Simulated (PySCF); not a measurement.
Compound: C₅H₆F₂.
Atom-mapped SMILES: `[CH:1]#[C:2][C@H:3]([F:4])[CH2:5][CH2:6][F:7]` (hydrogens: H8 on C1; H9 on C3; H10, H11 on C5; H12, H13 on C6)

Method: PBE0-D3(BJ)/def2-SVP geometry optimisation, gas phase in PySCF 2.14.0; density fitting, grid level 1; the optimiser is geomeTRIC in internal coordinates, started from a GFN2-xTB structure with every atom displaced at random (about 0.01 Å).

The end geometry, which sets the zero of energy:
```
atom  x, y, z in Å
C1      2.9349   -0.7420    0.0149
C2      1.8724   -0.2093    0.2401
C3      0.5817    0.4326    0.4784
F4      0.4108    0.6693    1.8290
C5     -0.5876   -0.4023   -0.0205
C6     -1.9062    0.3088    0.1688
F7     -1.9099    1.4821   -0.5501
H8      3.8827   -1.2116   -0.1753
H9      0.5654    1.4129   -0.0297
H10    -0.5998   -1.3587    0.5262
H11    -0.4336   -0.6313   -1.0865
H12    -2.7417   -0.3200   -0.1807
H13    -2.0636    0.5522    1.2320
```

Question: These geometries come from the run, each turned onto the end geometry. Order them by energy, lowest first.
A.
```
atom  x, y, z in Å
C1      2.9365   -0.7592    0.0111
C2      1.8627   -0.1973    0.2080
C3      0.5706    0.4285    0.4974
F4      0.4807    0.5704    1.8769
C5     -0.5763   -0.4150   -0.0402
C6     -1.9082    0.3122    0.1533
F7     -1.9688    1.3886   -0.6879
H8      3.8537   -1.1878   -0.1953
H9      0.5566    1.4542    0.1140
H10    -0.6052   -1.3620    0.5145
H11    -0.4146   -0.6046   -1.0813
H12    -2.7393   -0.3454   -0.0893
H13    -2.0428    0.7001    1.1655
```
B.
```
atom  x, y, z in Å
C1      2.9331   -0.6621   -0.0888
C2      1.8663   -0.2594    0.3097
C3      0.5723    0.3658    0.5766
F4      0.3821    0.5376    1.9322
C5     -0.5987   -0.4356    0.0263
C6     -1.8909    0.3439    0.1180
F7     -1.8524    1.4016   -0.7658
H8      3.8946   -1.0857   -0.3405
H9      0.5673    1.3728    0.1205
H10    -0.6771   -1.3729    0.5981
H11    -0.4051   -0.6801   -1.0325
H12    -2.7517   -0.2939   -0.1395
H13    -2.0342    0.7508    1.1323
```
C.
```
atom  x, y, z in Å
C1      2.9388   -0.7197   -0.0104
C2      1.8724   -0.2111    0.2540
C3      0.5781    0.4156    0.5121
F4      0.4040    0.6128    1.8697
C5     -0.5892   -0.4045   -0.0115
C6     -1.9022    0.3217    0.1472
F7     -1.9126    1.4490   -0.6388
H8      3.8783   -1.1865   -0.2262
H9      0.5638    1.4095    0.0311
H10    -0.6257   -1.3618    0.5333
H11    -0.4136   -0.6451   -1.0692
H12    -2.7471   -0.3248   -0.1424
H13    -2.0394    0.6277    1.1976
```
D.
```
atom  x, y, z in Å
C1      2.9387   -0.6796   -0.0678
C2      1.8680   -0.2432    0.2944
C3      0.5735    0.3818    0.5597
F4      0.3881    0.5588    1.9173
C5     -0.5964   -0.4249    0.0157
C6     -1.8958    0.3369    0.1248
F7     -1.8699    1.4145   -0.7322
H8      3.8904   -1.1174   -0.3099
H9      0.5681    1.3841    0.0951
H10    -0.6644   -1.3687    0.5789
H11    -0.4065   -0.6695   -1.0407
H12    -2.7520   -0.3050   -0.1394
H13    -2.0363    0.7148    1.1506
```

Answer: C (0.005 eV), D (0.025 eV), B (0.042 eV), A (0.150 eV).

In the order of the answer:

```
step  E above end (eV)  largest force (eV/Å)  rms force component (eV/Å)  rms distance from end (Å)  rms bond change (Å)  bond most changed (Å)
   3             0.005                  0.26                       0.061                      0.052                0.001           C1–H8 -0.004
   2             0.025                  0.36                       0.083                      0.117                0.001           C1≡C2 +0.002
   1             0.042                  0.69                       0.157                      0.144                0.002           C1–H8 +0.006
   0             0.150                  3.80                       0.874                      0.093                0.018           C1–H8 -0.041
```

The cost below is that of the whole optimisation. The run took 98 s on Intel Xeon Platinum 8259CL at 2.50 GHz, one thread, shared host with 96 logical CPUs at a one-minute load of 50, and the process peaked at 0.50 GiB of memory.
